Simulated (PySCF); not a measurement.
C$_{6}$H$_{12}$O$_{3}$, singlet, at a GFN2-xTB geometry; M062X/STO-3G (PySCF).

Here is a job for PySCF.
```python
from pyscf import gto, scf, dft

mol = gto.Mole()
mol.atom = '''
    C     3.38990276    0.87294801    0.44839550
    O     2.04855788    1.02998237    0.05700842
    C     1.63168586    0.07807959   -0.87544507
    O     0.23916542    0.15728709   -1.00137494
    C    -0.49635496   -0.51139740   -0.08203748
    O    -0.02490052   -1.24714046    0.73772993
    C    -1.96376934   -0.17907530   -0.24195578
    C    -2.82865669   -1.37264345    0.14881617
    C    -2.24567507    1.03163580    0.65498727
    H     4.06785597    0.98552259   -0.40607488
    H     3.58599618    1.65648419    1.17625281
    H     3.55402065   -0.10839673    0.90827248
    H     2.04512057    0.28811705   -1.87474864
    H     1.92434223   -0.93677628   -0.55124780
    H    -2.13556096    0.10067483   -1.28462047
    H    -3.88036344   -1.09922744    0.12266588
    H    -2.66648475   -2.20385408   -0.53308936
    H    -2.57246037   -1.69938729    1.15333715
    H    -1.60753743    1.86696159    0.37740491
    H    -3.28514590    1.33435644    0.55330425
    H    -2.05516016    0.77720940    1.69507241
'''
mol.basis = 'sto-3g'
mol.verbose = 4
mol.build()

mf = dft.RKS(mol)
mf.xc = 'm062x'
mf.diis = False
mf.max_cycle = 100
mf.kernel()
```

**Question.** Write the output that PySCF gives for this input, abridged.

**Answer.** 
```
PySCF version 2.14.0

[INPUT] verbose = 4
[INPUT] num. atoms = 21
[INPUT] num. electrons = 72
[INPUT] charge = 0
[INPUT] spin (= nelec alpha-beta = 2S) = 0
[INPUT] symmetry False subgroup None
[INPUT] Mole.unit = angstrom
[INPUT] Symbol           X                Y                Z      unit          X                Y                Z       unit  Magmom
[...]
nuclear repulsion = 486.258672733971
number of shells = 39
number of NR pGTOs = 171
number of NR cGTOs = 57
basis = sto-3g
ecp = {}

******** <class 'pyscf.dft.rks.RKS'> ********
method = RKS
initial guess = minao
damping factor = 0
level_shift factor = 0
DIIS disabled
SCF conv_tol = 1e-09
SCF conv_tol_grad = None
SCF max_cycles = 100
direct_scf = True
direct_scf_tol = 1e-13
XC library pyscf.dft.libxc version 7.1.2
    S. Lehtola, C. Steigemann, M. J. T. Oliveira, and M. A. L. Marques,  SoftwareX 7, 1–5 (2018)
XC functionals = m062x
    Y. Zhao and D. G. Truhlar,  Theor. Chem. Acc. 120, 215 (2008)
    Y. Zhao and D. G. Truhlar,  Theor. Chem. Acc. 120, 215 (2008)
radial grids:
    Treutler-Ahlrichs [JCP 102, 346 (1995); DOI:10.1063/1.469408] (M4) radial grids

becke partition: Becke, JCP 88, 2547 (1988); DOI:10.1063/1.454033
pruning grids: <function nwchem_prune>
grids dens level: 3
symmetrized grids: False
atomic radii adjust function: <function treutler_atomic_radii_adjust>
small_rho_cutoff = 0
Set gradient conv threshold to 3.16228e-05
Initial guess from minao.
tot grids = 244656
init E= -457.203627396847
[...]
cycle= 1 E= -455.29318954888  delta_E= 1.91  |g|= 0.877  |ddm|= 5.67
[...]
cycle= 2 E= -455.237983140509  delta_E= 0.0552  |g|= 1.11  |ddm|= 2.21
[...]
cycle= 3 E= -455.227733648162  delta_E= 0.0102  |g|=    1  |ddm|= 2.35
[...]
cycle= 4 E= -454.638510640654  delta_E= 0.589  |g|= 1.92  |ddm|= 3.14
[...]
cycle= 5 E= -454.698274780372  delta_E= -0.0598  |g|= 1.53  |ddm|= 3.86
[...]
cycle= 6 E= -452.130395701731  delta_E= 2.57  |g|= 3.31  |ddm|= 5.88
[...]
cycle= 7 E= -451.663703558934  delta_E= 0.467  |g|= 3.29  |ddm|=  7.2
[...]
cycle= 8 E= -443.484584297931  delta_E= 8.18  |g|= 3.84  |ddm|= 9.54
[...]
cycle= 9 E= -436.338816870575  delta_E= 7.15  |g|= 4.83  |ddm|=   14
[...]
cycle= 10 E= -411.172949225089  delta_E= 25.2  |g|= 4.41  |ddm|= 17.9
[...]
cycle= 11 E= -320.967971082874  delta_E= 90.2  |g|= 3.96  |ddm|= 26.9
[...]
cycle= 12 E= -366.499794526181  delta_E= -45.5  |g|= 2.54  |ddm|= 29.2
[...]
cycle= 13 E= -327.501803886239  delta_E=   39  |g|= 4.82  |ddm|= 29.1
[...]
cycle= 14 E= -366.062519494418  delta_E= -38.6  |g|= 2.42  |ddm|= 29.1
[...]
cycle= 15 E= -328.921882563802  delta_E= 37.1  |g|= 4.18  |ddm|= 28.9
[...]
cycle= 16 E= -365.937235579306  delta_E=  -37  |g|= 2.43  |ddm|= 28.9
[...]
cycle= 17 E= -329.157961378614  delta_E= 36.8  |g|= 4.04  |ddm|= 28.9
[...]
cycle= 18 E= -365.908450022578  delta_E= -36.8  |g|= 2.43  |ddm|= 28.9
[...]
cycle= 19 E= -329.201797240681  delta_E= 36.7  |g|= 4.02  |ddm|= 28.9
[...]
cycle= 20 E= -365.902422743473  delta_E= -36.7  |g|= 2.43  |ddm|= 28.9
[...]
cycle= 21 E= -329.210521762889  delta_E= 36.7  |g|= 4.01  |ddm|= 28.9
[...]
cycle= 22 E= -365.901185574047  delta_E= -36.7  |g|= 2.43  |ddm|= 28.9
[...]
cycle= 23 E= -329.212292961181  delta_E= 36.7  |g|= 4.01  |ddm|= 28.9
[...]
cycle= 24 E= -365.900932683029  delta_E= -36.7  |g|= 2.43  |ddm|= 28.9
[...]
cycle= 25 E= -329.212654181607  delta_E= 36.7  |g|= 4.01  |ddm|= 28.9
[...]
cycle= 26 E= -365.900881033374  delta_E= -36.7  |g|= 2.43  |ddm|= 28.9
[...]
cycle= 27 E= -329.212727921166  delta_E= 36.7  |g|= 4.01  |ddm|= 28.9
[...]
cycle= 28 E= -365.900870486444  delta_E= -36.7  |g|= 2.43  |ddm|= 28.9
[...]
cycle= 29 E= -329.212742977413  delta_E= 36.7  |g|= 4.01  |ddm|= 28.9
[...]
cycle= 30 E= -365.900868332828  delta_E= -36.7  |g|= 2.43  |ddm|= 28.9
[...]
cycle= 31 E= -329.212746051751  delta_E= 36.7  |g|= 4.01  |ddm|= 28.9
[...]
cycle= 32 E= -365.90086789308  delta_E= -36.7  |g|= 2.43  |ddm|= 28.9
[...]
[...]
[...]
cycle= 50 E= -365.900867780242  delta_E= -36.7  |g|= 2.43  |ddm|= 28.9
[...]
cycle= 51 E= -329.212746840573  delta_E= 36.7  |g|= 4.01  |ddm|= 28.9
[...]
cycle= 52 E= -365.900867780242  delta_E= -36.7  |g|= 2.43  |ddm|= 28.9
[...]
cycle= 53 E= -329.212746840574  delta_E= 36.7  |g|= 4.01  |ddm|= 28.9
[...]
cycle= 54 E= -365.900867780241  delta_E= -36.7  |g|= 2.43  |ddm|= 28.9
[...]
cycle= 55 E= -329.212746840574  delta_E= 36.7  |g|= 4.01  |ddm|= 28.9
[...]
cycle= 56 E= -365.900867780243  delta_E= -36.7  |g|= 2.43  |ddm|= 28.9
[...]
cycle= 57 E= -329.212746840572  delta_E= 36.7  |g|= 4.01  |ddm|= 28.9
[...]
cycle= 58 E= -365.900867780241  delta_E= -36.7  |g|= 2.43  |ddm|= 28.9
[...]
cycle= 59 E= -329.212746840574  delta_E= 36.7  |g|= 4.01  |ddm|= 28.9
[...]
cycle= 60 E= -365.900867780243  delta_E= -36.7  |g|= 2.43  |ddm|= 28.9
[...]
cycle= 61 E= -329.212746840573  delta_E= 36.7  |g|= 4.01  |ddm|= 28.9
[...]
cycle= 62 E= -365.900867780242  delta_E= -36.7  |g|= 2.43  |ddm|= 28.9
[...]
cycle= 63 E= -329.212746840573  delta_E= 36.7  |g|= 4.01  |ddm|= 28.9
[...]
cycle= 64 E= -365.900867780242  delta_E= -36.7  |g|= 2.43  |ddm|= 28.9
[...]
cycle= 65 E= -329.212746840574  delta_E= 36.7  |g|= 4.01  |ddm|= 28.9
[...]
cycle= 66 E= -365.900867780241  delta_E= -36.7  |g|= 2.43  |ddm|= 28.9
[...]
cycle= 67 E= -329.212746840573  delta_E= 36.7  |g|= 4.01  |ddm|= 28.9
[...]
cycle= 68 E= -365.900867780241  delta_E= -36.7  |g|= 2.43  |ddm|= 28.9
[...]
cycle= 69 E= -329.212746840575  delta_E= 36.7  |g|= 4.01  |ddm|= 28.9
[...]
cycle= 70 E= -365.900867780242  delta_E= -36.7  |g|= 2.43  |ddm|= 28.9
[...]
cycle= 71 E= -329.212746840572  delta_E= 36.7  |g|= 4.01  |ddm|= 28.9
[...]
cycle= 72 E= -365.900867780242  delta_E= -36.7  |g|= 2.43  |ddm|= 28.9
[...]
cycle= 73 E= -329.212746840574  delta_E= 36.7  |g|= 4.01  |ddm|= 28.9
[...]
cycle= 74 E= -365.900867780242  delta_E= -36.7  |g|= 2.43  |ddm|= 28.9
[...]
cycle= 75 E= -329.212746840573  delta_E= 36.7  |g|= 4.01  |ddm|= 28.9
[...]
cycle= 76 E= -365.900867780243  delta_E= -36.7  |g|= 2.43  |ddm|= 28.9
[...]
cycle= 77 E= -329.212746840573  delta_E= 36.7  |g|= 4.01  |ddm|= 28.9
[...]
cycle= 78 E= -365.900867780242  delta_E= -36.7  |g|= 2.43  |ddm|= 28.9
[...]
cycle= 79 E= -329.212746840573  delta_E= 36.7  |g|= 4.01  |ddm|= 28.9
[...]
cycle= 80 E= -365.900867780242  delta_E= -36.7  |g|= 2.43  |ddm|= 28.9
[...]
cycle= 81 E= -329.212746840573  delta_E= 36.7  |g|= 4.01  |ddm|= 28.9
[...]
cycle= 82 E= -365.900867780242  delta_E= -36.7  |g|= 2.43  |ddm|= 28.9
[...]
cycle= 83 E= -329.212746840572  delta_E= 36.7  |g|= 4.01  |ddm|= 28.9
[...]
cycle= 84 E= -365.900867780242  delta_E= -36.7  |g|= 2.43  |ddm|= 28.9
[...]
cycle= 85 E= -329.212746840574  delta_E= 36.7  |g|= 4.01  |ddm|= 28.9
[...]
cycle= 86 E= -365.900867780242  delta_E= -36.7  |g|= 2.43  |ddm|= 28.9
[...]
cycle= 87 E= -329.212746840572  delta_E= 36.7  |g|= 4.01  |ddm|= 28.9
[...]
cycle= 88 E= -365.900867780241  delta_E= -36.7  |g|= 2.43  |ddm|= 28.9
[...]
cycle= 89 E= -329.212746840573  delta_E= 36.7  |g|= 4.01  |ddm|= 28.9
[...]
cycle= 90 E= -365.900867780241  delta_E= -36.7  |g|= 2.43  |ddm|= 28.9
[...]
cycle= 91 E= -329.212746840573  delta_E= 36.7  |g|= 4.01  |ddm|= 28.9
[...]
cycle= 92 E= -365.900867780242  delta_E= -36.7  |g|= 2.43  |ddm|= 28.9
[...]
cycle= 93 E= -329.212746840573  delta_E= 36.7  |g|= 4.01  |ddm|= 28.9
[...]
cycle= 94 E= -365.900867780242  delta_E= -36.7  |g|= 2.43  |ddm|= 28.9
[...]
cycle= 95 E= -329.212746840574  delta_E= 36.7  |g|= 4.01  |ddm|= 28.9
[...]
cycle= 96 E= -365.900867780242  delta_E= -36.7  |g|= 2.43  |ddm|= 28.9
[...]
cycle= 97 E= -329.212746840574  delta_E= 36.7  |g|= 4.01  |ddm|= 28.9
[...]
cycle= 98 E= -365.900867780242  delta_E= -36.7  |g|= 2.43  |ddm|= 28.9
[...]
cycle= 99 E= -329.212746840575  delta_E= 36.7  |g|= 4.01  |ddm|= 28.9
[...]
cycle= 100 E= -365.900867780241  delta_E= -36.7  |g|= 2.43  |ddm|= 28.9
SCF not converged.
SCF energy = -365.900867780241
```

Convergence was not reached.
